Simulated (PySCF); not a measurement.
## Spin-orbit coupling and the first ionisation energy along the 5p block

Two-component X2C-1e calculated with PySCF 2.14: MP2 on generalised Hartree-Fock spinors (GMP2), with spin-orbit coupling off and on (screened by Boettger's factors); no Breit or QED terms. Values in eV; the references (NIST) lie between the lowest levels. Elements whose determinants are no pure J levels are left out.

| element | configurations | spin-free | with spin-orbit | shift | reference |
| --- | --- | --- | --- | --- | --- |
| In (x2c-TZVPall-2c, [Ar] 3d10 frozen) | [Kr] 4d10 5s2 5p1 → [Kr] 4d10 5s2 | 5.424 | 5.613 | 0.190 | 5.786 |
| Te (x2c-TZVPall-2c, [Ar] 3d10 frozen) | [Kr] 4d10 5s2 5p4 → [Kr] 4d10 5s2 5p3 | 8.431 | 8.661 | 0.230 | 9.010 |
| I (x2c-TZVPall-2c, [Ar] 3d10 frozen) | [Kr] 4d10 5s2 5p5 → [Kr] 4d10 5s2 5p4 | 10.372 | 10.204 | -0.167 | 10.451 |
| Xe (x2c-TZVPall-2c, [Ar] 3d10 frozen) | [Xe] → [Kr] 4d10 5s2 5p5 | 12.421 | 12.001 | -0.420 | 12.130 |

The largest shift is at Xe, -0.420 eV, where spin-orbit coupling lowers the species with fewer electrons by more than the one with more (starting occupations closed and 5p1/2^2 5p3/2^3).

What remains against the references is mostly the basis and correlation beyond MP2.
